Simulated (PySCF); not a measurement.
SbF3, SMILES [Sb]([F])([F])[F]. The structure is a stationary point at PBE-D3(BJ)/def2-SVP. The isomer is the one that the SMILES or the coordinates give; other isomers of the formula were not compared. The def2 effective core potentials stand for the cores of Sb; spin–orbit coupling is left out.

Level of theory: PBE-D3(BJ)/def2-SVP run with PySCF.

Harmonic wavenumbers (cm⁻¹): 179, 180, 221, 622, 622, 630. Rotational constants (GHz): 4.282, 4.282, 3.204; symmetry number 3.

Task: Work out the zero-point energy and the ideal-gas rigid-rotor harmonic-oscillator thermochemistry at 298.15 K and 1 atm.

Result: ZPE = ½ Σ hcν = ½ × 2455 cm⁻¹ = 3.51 kcal/mol. H − E(el) = 7.23 kcal/mol. Entropy in cal/(mol K): translation 41.45, rotation 23.92, vibration 7.84, total 73.22. G − E(el) = -14.60 kcal/mol. Cp = 16.43 cal/(mol K).
